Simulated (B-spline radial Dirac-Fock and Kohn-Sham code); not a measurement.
Atomic SCF run for B⁺

ΔSCF core binding energies without Breit or QED terms, calculated with a radial B-spline solver. Keys: rel is the Hamiltonian (dirac, or spin-free x2c and nr, where L3 and M5 stand for the whole 2p and 3d shells), method is hf or an exchange,correlation pair (spin-unpolarised, also for the hole states), nuc the nuclear model, radius_factor scales its radius, rmax is the box in bohr, h the logarithmic mesh step, order the B-spline order, points the quadrature points per cell, c_factor scales the speed of light, and damp, ndamp, maxit and tol steer the iteration. The run stops when the commutator error falls below 10·tol·max(1, Z/10), or the numerical noise floor, and the energy has settled to about 1e-8 Ha; the virial ratio is −V/T.

Input (task.json):

```json
{"items": [{"Z": 5, "q": 1, "cfg": [[1, 0, 2], [2, 0, 2]], "A": 11, "rrms": 2.406, "do": "settings", "holes": ["K", "L3", "M5"],
  "settings": [{"rel": "dirac", "method": "hf", "nuc": "fermi", "radius_factor": 1.0, "rmax": 45.0, "h": 0.3, "order": 8, "points": 10, "c_factor": 1.0, "maxit": 60, "damp": 0.97, "ndamp": 100, "tol": 1e-08}]}]}
```

Command: `python xray2_run.py task.json out`

Ground-state iterations:

```
iter   energy (Ha)        error
   1      -24.00528656  2.03e-01
   2      -24.24269395  1.25e-02
   3      -24.24281364  1.22e-02
   4      -24.24292747  1.18e-02
   5      -24.24303573  1.15e-02
   6      -24.24313871  1.12e-02
   7      -24.24323665  1.09e-02
   8      -24.24332981  1.05e-02
   9      -24.24341842  1.02e-02
  10      -24.24350271  9.96e-03
  11      -24.24358290  9.68e-03
  12      -24.24365917  9.40e-03
  13      -24.24373174  9.14e-03
  14      -24.24380078  8.88e-03
  15      -24.24386646  8.63e-03
  23      -24.24428924  6.87e-03
  31      -24.24457354  5.67e-03
  39      -24.24476504  4.68e-03
  47      -24.24489420  3.86e-03
  55      -24.24498144  3.19e-03
  60      -24.24502095  2.83e-03
```

The ground state had not converged after 60 iterations, with total energy -24.24502 Ha, virial ratio 2.00122 and highest orbital energy -23.83 eV. ΔSCF binding energies: K (1s) 217.7 eV (not all states converged, so these are not final). Holes are computed only in closed shells, and unreliable hole states are left out.

Question: One setting is unsound. Which, and why?

Answer: damp is so close to 1 that the orbitals hardly move in each step. With the default settings (Dirac Hartree-Fock): The ground state converged in 8 iterations, with total energy -24.24516 Ha, virial ratio 1.99937 and highest orbital energy -23.78 eV. ΔSCF binding energies: K (1s) 217.7 eV. Holes are computed only in closed shells, and unreliable hole states are left out.
